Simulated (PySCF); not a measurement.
Computed IR spectrum (relative IR intensity) of a molecule CH7ClN2Si. Geometry: B3LYP-D3(BJ)/def2-SVP. One conformer was computed; it need not be the lowest. Calculation: PySCF with B3LYP-D3(BJ)/def2-SVP. Frequencies are harmonic and unscaled.

Lines under 2 % of the strongest are left out, and lines within 2 cm⁻¹ are merged.

```
ν (cm⁻¹)  relative intensity
--------  ------------------
124                      2.5
229                      5.9
264                       18
305                      9.8
344                      6.8
476                       34
533                       91
639                      9.8
689                       23
801                      7.8
831                       60
871                       39
886                      100
926                       56
1073                     5.7
1089                     3.7
1426                     2.2
1549                      20
1641                     8.2
2244                      55
3021                     7.8
3080                     4.5
3554                      12
3643                      13
```

Identify the compound among the candidates.
(A) C[Si](N)(N)Cl
(B) NC[Si@@H](N)Cl
(C) CN[Si@H](N)Cl

B, NC[Si@@H](N)Cl
